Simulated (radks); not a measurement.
The numbers below are computed, except where a source is named.
Neutral lutetium inside a hard spherical wall (all orbitals vanish at R), configuration held at [Xe] 4f14 5d1 6s2 and not refilled when levels cross. Code: a radial shooting solver on a logarithmic mesh with Libxc functionals. Model: scalar-relativistic Kohn-Sham, PBE, spin-polarised, spherical densities, finite nucleus; open shells are filled with parallel spins first (spin-orbit coupling, left out, can overturn this in heavy ions); Fermi nuclear charge, rms radius 5.37 fm. Eigenvalues in eV for spin up, with the zero of energy where the potential of the charges vanishes at infinity; a dash marks a level that is unbound or too diffuse for the functional's potential to be trusted. A positive occupied level is held by the wall or, in an anion where self-interaction has pushed it up, behind a barrier. The pressure on the wall is -dE/dV.

R (bohr)  E (hartree)  kinetic (hartree)    e(5p)   e(4f)   e(6s)   e(5d)  e(6p, empty)  e(7s, empty)  pressure (GPa)
free      -14561.4752          15906.338  -31.786  -9.601  -4.843  -1.951        -1.458             -               0
12        -14561.4749          15906.341  -31.754  -9.568  -4.823  -1.923        -1.390         0.779         0.00366
10        -14561.4735          15906.353  -31.645  -9.457  -4.748  -1.828        -1.208         1.953          0.0375
8         -14561.4634          15906.421  -31.188  -8.992  -4.399  -1.426        -0.518         5.040           0.428
6         -14561.3881          15906.794  -29.509  -7.261  -2.723   0.161         2.328        14.645            5.73
3.5       -14560.0692          15911.718  -20.748   2.588  15.816  11.318        29.031        82.762             359
3         -14558.5940          15917.200  -14.939   9.374  32.706  19.630        50.843        131.39            1160
2.5       -14554.8071          15930.931   -2.813  22.764  69.815  36.749        95.607        224.67            4550
2         -14543.3392          15969.813   27.517  51.757  161.33  77.729        199.40        427.06           23300
